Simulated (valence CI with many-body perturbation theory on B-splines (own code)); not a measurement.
## Questions on K5+

Calculated by configuration interaction combined with many-body perturbation theory (CI+MBPT): four valence electrons over a frozen Dirac-Fock core [Ne], a basis of 11 s, 11 p, 9 d, 7 f, 5 g, 2 h, 1 i functions for each j, with the one-electron correlation potential Σ1, the two-electron term Σ2, the three-electron term Σ3, Breit, model QED; selected CI, second order for the rest, scaled by the run's own slope (own B-spline code, finite nucleus).

Against 25 measured levels this calculation errs by 69 cm⁻¹ on average and by 276 at most. These come from a selection out of Sansonetti, J. Phys. Chem. Ref. Data 37, 7 (2008). Levels without a partner in it may be off by more.

Rates and lifetimes use the calculated energies. Strong lines usually hold to 10 to 20 %, long lifetimes can be off by a factor of two.

(1) What is the ground level?

(2) Where does the other parity begin?

(3) How is the term 3P of the ground level split?

(4) Among levels below 406090 cm⁻¹, which E1 lines absorb most strongly from the ground level?

(5) How well does LS coupling describe the low levels?

## Answers

(1) 3s2.3p2 3P_0, composition 95 % 3s2.3p2 3P.

(2) At 3s.3p3 5S°_2, 99820 cm⁻¹.

(3) J = 0 at 0, J = 1 at 1134, J = 2 at 2932 cm⁻¹.

(4) to 3s2.3p.3d 3D°_1 at 38.45 nm, f = 1.00; to 3s2.3p.3d 3P°_1 at 39.45 nm, f = 0.695; to 3s.3p3 3S°_1 at 45.75 nm, f = 0.263.

(5) Among the lowest 20 levels the leading LS term, summed over configurations, holds 98 % on average. For single configurations the figures are 87 % in LS and 60 % in jj coupling. Terms mix most in the J = 2 level at 252350 cm⁻¹, where the leading one holds 89 %.
